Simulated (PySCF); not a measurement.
**A small calculation by hand: chemical shift, span and skew from a shielding tensor**

Al(CF3)(F)(OH) (CHAlF4O), SMILES [OH][Al]([F])[C](F)(F)F. Atoms are numbered in the order given.

```xyz
8

Al    -0.0184     0.2500     0.9779
C      0.0057    -0.2217    -0.9697
F     -0.4762     0.7556    -1.7540
F     -0.7282    -1.3210    -1.2240
F      1.2551    -0.4830    -1.3985
F     -0.5576     1.7451     1.4442
O      0.5216    -0.9128     2.0601
H      0.5930    -0.8890     3.0146
```

Geometry optimised at PBE0-D3(BJ)/def2-SVP. Other conformers were not sampled.

GIAO shieldings from PySCF with PBE/pcSseg-1, non-relativistic, no solvent. The symmetric part of the tensor of F6 has the principal values 230.1, 307.1, 432.5 ppm. The same nucleus in CFCl3 has σ = 133.6 ppm at this level (PySCF, at its B3LYP-D3(BJ)/def2-TZVP geometry).

### Question
Work out the isotropic shielding, the ¹⁹F shift against CFCl3, the span and the skew.

### Answer

σ(iso) = (σ11 + σ22 + σ33)/3 = 323.2 ppm. δ = σ(ref) − σ(iso) = 133.6 − (323.2) = -189.6 ppm.
Span Ω = σ33 − σ11 = 202.4 ppm. Skew κ = 3(σ(iso) − σ22)/Ω = 0.24. Tumbling in solution averages the tensor to δ; in a static solid the shielding alone would spread this spin-1/2 line over Ω.
